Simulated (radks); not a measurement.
Fe3+, configuration [Ar] 3d5.

Method: non-relativistic Kohn-Sham, RPBE, spin-polarised, spherical densities, point nucleus; open shells are filled with parallel spins first; computed with a radial shooting solver on a logarithmic mesh with Libxc functionals.

Energy parts (eV):
| part | energy |
|---|---|
| total | -34329.567 |
| kinetic | 34304.718 |
| electron-nucleus | -80832.081 |
| Hartree | 13684.528 |
| exchange-correlation | -1486.732 |

Orbitals (lengths in bohr, moments of r in powers of bohr; r(90%) holds 90 % of the orbital's charge):
1s up: occ. 1; eigenvalue (eV) -6971.075; r(90%) 0.105; <1/r> 25.52
1s down: occ. 1; eigenvalue (eV) -6971.098; r(90%) 0.105; <1/r> 25.52
2s up: occ. 1; eigenvalue (eV) -844.8834; r(90%) 0.418; <1/r> 5.460
2s down: occ. 1; eigenvalue (eV) -842.1652; r(90%) 0.417; <1/r> 5.474
2p up: occ. 3; eigenvalue (eV) -733.7726; r(90%) 0.388; <1/r> 5.411
2p down: occ. 3; eigenvalue (eV) -731.7702; r(90%) 0.387; <1/r> 5.423
3s up: occ. 1; eigenvalue (eV) -131.1378; r(90%) 1.21; <1/r> 1.739
3s down: occ. 1; eigenvalue (eV) -125.0908; r(90%) 1.22; <1/r> 1.727
3p up: occ. 3; eigenvalue (eV) -98.5202; r(90%) 1.30; <1/r> 1.620
3p down: occ. 3; eigenvalue (eV) -92.5437; r(90%) 1.31; <1/r> 1.605
3d up: occ. 5; eigenvalue (eV) -45.3731; r(90%) 1.62; <1/r> 1.327
3d down: occ. 0; eigenvalue (eV) -39.6915; r(90%) 1.72; <1/r> 1.288
4s up: occ. 0; eigenvalue (eV) -31.6855; r(90%) 3.29; <1/r> 0.5806
4p up: occ. 0; eigenvalue (eV) -24.7180; r(90%) 3.75; <1/r> 0.5068

The highest occupied level is 3d up at -45.373 eV. Spin moment in Bohr magnetons: 5. The density falls to 0.001 e/bohr^3 at r = 2.71 bohr.
